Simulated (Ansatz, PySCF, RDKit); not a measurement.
Dimer: H2S (SMILES S) (first 3 atoms) with GeH4 (SMILES [GeH4]); geometry from B3LYP-D3(BJ)/def2-TZVP, rigid monomers moved along the line of their centres of mass till S1···Ge4 is 3.47 Å.
(charge 0, multiplicity 1):
```xyz
8

S      0.1562    -0.3755    -0.3138
H      0.2778    -1.6336     0.1384
H     -1.1720    -0.3716    -0.1193
Ge     0.0033     0.1282     3.1193
H     -0.1245     0.2786     4.6456
H     -1.0037    -0.9286     2.6398
H      1.4278    -0.3231     2.7716
H     -0.3017     1.4735     2.4485
```

Monomers are frozen at their geometry in the pair; levels with a basis set take the counterpoise correction. Rows marked so take none. RDKit's UFF carries no charges.

Cores are frozen in the correlated methods. Filled d and f shells under p-block atoms count as core. CBS(a, b) extrapolates the correlation energy as X⁻³ and adds the Hartree–Fock energy of set b. Rows in 3-21G, 6-31G*, LANL2DZ carry no dispersion term and start afresh at each structure (6-31G* with six Cartesian d functions); the Pople sets are all-electron and without relativity. MP2/6-31G* freezes PySCF's default core, which leaves 3d correlated. LANL2DZ brings its own core potentials from Na on.

The values were computed with Ansatz (a program for electronic structure); PySCF for 3-21G rows, 6-31G* rows, LANL2DZ rows, the dispersion terms; RDKit for the force fields. 

```csv
level,interaction energy (kcal/mol)
UFF,0.11
HF/def2-TZVPPD,2.94
B3LYP/3-21G (no counterpoise),-0.47
B3LYP/LANL2DZ (no counterpoise),1.87
PBE0/def2-TZVPPD,0.74
PBE0-D3(BJ)/def2-TZVPPD,-0.58
MP2/6-31G* (no counterpoise),?
MP2/def2-SVPD,?
"CCSD(T)/CBS(def2-SVPD, def2-TZVPPD)",0.12
```

Q: Some entries are withheld; supply them.

A: 
- MP2/6-31G* (no counterpoise), interaction energy (kcal/mol): 1.17
- MP2/def2-SVPD, interaction energy (kcal/mol): 0.64
